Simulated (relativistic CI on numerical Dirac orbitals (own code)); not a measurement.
## Hyperfine structure of Pb41+, mass number 207

Method of calculation: Dirac-Coulomb-Breit CI, KLI orbitals optimised for each configuration, QED by a radiative potential, unscaled Slater integrals (own radial code, finite nucleus).

Configuration list (outside the closed core [Ar] 3d10): 4s²4p⁶4d⁵, 4s²4p⁶4d⁴4f, 4s²4p⁵4d⁶, 4s4p⁶4d⁵4f, 4p⁶4d⁷, 4p⁵4d⁸, 4s²4p⁶4d³5s², 4s²4p⁶4d²4f5s², 4s4p⁶4d³4f5s². Double excitations out of closed p, d and f shells are left out; levels of such configurations are missing from the list, as are those of other unlisted configurations, and high levels can miss mixing partners.

Nuclear spin I = 1/2, μ = 0.5906 μN (tables of Stone and Pyykkö). The electronic factors are computed for point nuclear moments, without core polarisation or the Bohr-Weisskopf and QED corrections.

| Level | E (eV) | A (MHz) |
| --- | --- | --- |
| 4s²4p⁶4d⁵ ²D3/2 | 45.1448 | 45290 |
| 4s²4p⁶4d⁵ ⁴D7/2 | 58.7127 | 17500 |
| 4s²4p⁶4d⁵ ⁴G9/2 | 60.1666 | 22190 |

Levels with J = 0, under 50 % of one LS term, or S terms without an open s electron are left out. Small factors come from cancelling terms and can be off by tens of per cent or more.

At this charge energies of transitions that change n are usually good to better than 1 %, and those within a shell (Δn = 0) to a few per cent.

(1) Give the hyperfine levels of 4s²4p⁶4d⁵ ²D3/2 relative to its centre of gravity.

Results:

(1) With K = F(F + 1) − I(I + 1) − J(J + 1), E = AK/2: F = 1: -56620, F = 2: 33970 MHz.

LS names give the leading component of a level, which can be under half, so a name can repeat, a term be missing and a line seem to break the LS rules.
